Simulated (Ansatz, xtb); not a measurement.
# Two isomers of C7H6Cl+

We compare a, `Cl[CH+]c1ccccc1`, a singlet, with b, `[CH2+]c1ccccc1Cl`, a singlet. Both are isolated ions in the gas phase, relaxed with B3LYP/def2-SVP; the shapes shown needn't be the lowest conformers.

a (Å):

```xyz
14

C     0.1032   -1.6542    3.3205
C     0.1587   -1.2397    1.9913
C     0.9886   -0.1046    1.6935
C     1.0857    0.3565    0.3939
C     0.3673   -0.2951   -0.6258
C    -0.4540   -1.4120   -0.3566
C    -0.5641   -1.8871    0.9339
Cl   -0.7865   -2.9393    3.9070
H     0.6780   -1.1201    4.0865
H     1.5386    0.3869    2.5000
H     1.7134    1.2178    0.1575
H     0.4466    0.0720   -1.6530
H    -0.9983   -1.8950   -1.1705
H    -1.1943   -2.7495    1.1598
```

b (Å):

```xyz
14

C     1.9664   -0.0616   -1.0981
C     0.8524   -0.1036   -0.3029
C     0.7178    0.8427    0.7877
C    -0.3856    0.8292    1.6037
C    -1.4024   -0.1278    1.3685
C    -1.3267   -1.0668    0.3300
C    -0.2210   -1.0745   -0.5100
Cl   -0.1319   -2.2188   -1.7732
H     2.1052   -0.7575   -1.9306
H     2.7528    0.6777   -0.9174
H     1.5206    1.5680    0.9416
H    -0.4858    1.5420    2.4241
H    -2.2827   -0.1400    2.0181
H    -2.1296   -1.7900    0.1782
```

Energies in hartree; the thermal terms are from GFN2-xTB frequencies at re-optimised GFN2-xTB minima (ideal gas, soft modes damped towards free rotors, one conformer each, 298.15 K, 1 atm) and include the zero-point energy:

|  | a | b |
| --- | --- | --- |
| E, CCSD(T)/def2-SVP | −728.573782 | −728.564973 |
| E, MP2/def2-SVP | −728.472862 | −728.462820 |
| E, MP2/def2-TZVPP | −729.162139 | −729.151937 |
| zero-point energy | 0.103222 | 0.102454 |
| H(298 K) − E | 0.111182 | 0.110527 |
| G(298 K) − E | 0.071325 | 0.070679 |

Correct the CCSD(T) difference for the basis set by the MP2 change, then work out ΔE, ΔE₀, ΔH and ΔG for a → b in kcal/mol (1 Eh = 627.51 kcal/mol) and the equilibrium ratio [b]/[a].

1. Differences b − a: CCSD(T) +0.008809, MP2 in the small set +0.010042, MP2 in the large set +0.010202 Eh.
2. ΔE = +0.008809 + (+0.010202 − (+0.010042)) = +0.008969 Eh = +5.63 kcal/mol.
3. ΔE₀ = ΔE + ΔZPE = +0.008969 + (−0.000768) Eh = +5.15 kcal/mol.
4. ΔH = ΔE + (−0.000655) Eh = +5.22 kcal/mol.
5. ΔG = ΔE + (−0.000646) Eh = +5.22 kcal/mol, so ΔS = (ΔH − ΔG)/T = −0.1 J/(mol K).
6. kT = 0.9442 mEh, so K = [b]/[a] = exp(−ΔG/kT) = exp(−8.82) ≈ 1.5 × 10^−4.

Structure a is favoured at this temperature. An error of 1 kcal/mol in ΔG would change K by a factor of 5.4. HF/STO-3G found them nearly level. Mirror images and further conformers aren't counted.

As drawn, both hold the same kinds of bond in the same numbers.

Other levels gave ΔE = +5.3 (GFN2-xTB); −0.1 (HF/STO-3G, GFN2-xTB geometries); +6.5 (r2SCAN-D4/def2-SVP, GFN2-xTB geometries); +6.7 (B3LYP/def2-SVP); +4.1 (HF/def2-SVP); +6.3 (MP2/def2-SVP); +5.5 (CCSD(T)/def2-SVP) kcal/mol. The correlated steps freeze 12 core orbitals. Programs: Ansatz 0.2.0, xtb 6.7.1.
